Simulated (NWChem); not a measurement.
Species: SnHBr₂F; SMILES [F][SnH]([Br])[Br]

Results from NWChem. The geometry was optimised at PBE0/def2-SVP. No frequency run checked for a minimum. def2 effective core potentials on Sn; no spin-orbit coupling. Level PBE/def2-SVP: energy and gradient on several grids; changes count from the extra-fine grid, which is no exact limit either.

Problem. Which is the coarsest grid (xfine; coarse; xcoarse; medium; fine) from which on the energy stays within 500 μHa and each gradient component within 500 μHa/bohr of xfine?

Solution. medium.
```csv
grid,size of the energy change (μHa),largest change of a gradient component (μHa/bohr)
xcoarse,1000,10000
coarse,80,2000
medium,< 10,300
fine,< 10,< 30
xfine,< 10,< 30
```
